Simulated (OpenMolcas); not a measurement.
## Ir5+: moving or changing the point charges

Ir5+ among 6 point charges of -1.5 e arranged as an octahedron (Oh), 1.99 Å from the ion.
```
   1.9900    0.0000    0.0000  -1.50
   0.0000    1.9900    0.0000  -1.50
  -1.9900    0.0000    0.0000  -1.50
   0.0000   -1.9900    0.0000  -1.50
   0.0000    0.0000    1.9900  -1.50
   0.0000    0.0000   -1.9900  -1.50
```

```
Program             : OpenMolcas 26.06
Method              : CASSCF
Basis               : ANO-RCC-VTZP [8s7p5d3f1g]
Scalar Hamiltonian  : DKH2, point nucleus
Active space        : 4 electrons in 5 orbitals (5d)
State averaging     : 2S+1 = 5 even, 5 roots; 2S+1 = 3 even, 45 roots; 2S+1 = 1 even, 50 roots
Spin-orbit coupling : state interaction with AMFI integrals over the reference wave functions
```

Runs around this geometry, states (labels of O, the rotations of Oh). Energies in cm-1 above the lowest state or level, χT in cm3 K/mol; 10Dq and B are least-squares fits to the states below 45000 cm-1, weighted by degeneracy, with a free offset, and given where the rms deviation is under 5 % of |10Dq| (or 100 cm-1) and under 700 cm-1.

| R (Å) | q (e) | Ground state | First state of that spin | 10Dq | B (rms of fit) | First gap with spin-orbit (degeneracies) | χT at 300 K | First state of another spin |
| --- | --- | --- | --- | --- | --- | --- | --- | --- |
| 1.99 | -1.2 | 5E | 5T2 5078 | 5132 | 935 (71) | 5198 (1, 3) | 0.054 | 3T1 16766 |
| 1.89 | -1.5 | 5E | 5T2 8115 | 8198 | 926 (96) | 5216 (1, 3) | 0.064 | 3T1 14232 |
| 1.99 | -1.5 | 5E | 5T2 6321 | 6399 | 934 (83) | 5198 (1, 3) | 0.058 | 3T1 15761 |
| 2.15 | -1.5 | 5E | 5T2 4333 | 4381 | 936 (60) | 5195 (1, 3) | 0.052 | 3T1 17342 |

Taking |10Dq| as R^-n, n = -ln(4381 / 8198) / ln(2.15 / 1.89) = 4.9 between the shortest and longest distance. The point-charge formula for a cubic d site gives n = 5.

Scaling the charges by -1.2 / -1.5 = 0.80 scales |10Dq| by 5132 / 6399 = 0.80; with fixed orbitals a first-order splitting would follow the charge.

Without dynamic correlation the repulsion within the d shell is too large (B by tens of per cent), so at a given field states of lower spin stand too high. Point charges give a weaker field than real ligands, and real ions of this kind are as a rule low spin; the high spin found here belongs to the model. Spin-orbit coupling mixes the spin-free states strongly: the lowest level takes only 37 % from its leading state, 5E (figures for R = 1.99, q = -1.2; the like holds for R = 1.89, q = -1.5, R = 1.99, q = -1.5, R = 2.15, q = -1.5). This field is weak: 10Dq is about 5132 cm-1, while octahedral complexes of 5d ions of charge 3 and more, computed by the same method with explicit ligands, had a median near 35000 cm-1. Ground spin and moment need not be those of a real site (figures for R = 1.99, q = -1.2; the like holds for R = 1.89, q = -1.5, R = 1.99, q = -1.5, R = 2.15, q = -1.5). This shell can be high or low spin here, a state of another spin lies low, and with metal d orbitals alone active their balance is uncertain, so the ground spin may be wrong (holds for R = 1.89, q = -1.5). The ground term spreads over less than 5000 cm-1, several times less than with real ligands, so orbital moments are less quenched and χT lies further from the spin-only value than at real sites (holds for R = 2.15, q = -1.5). This is an electrostatic model: the charges have no orbitals. No measured value stands beside these numbers.
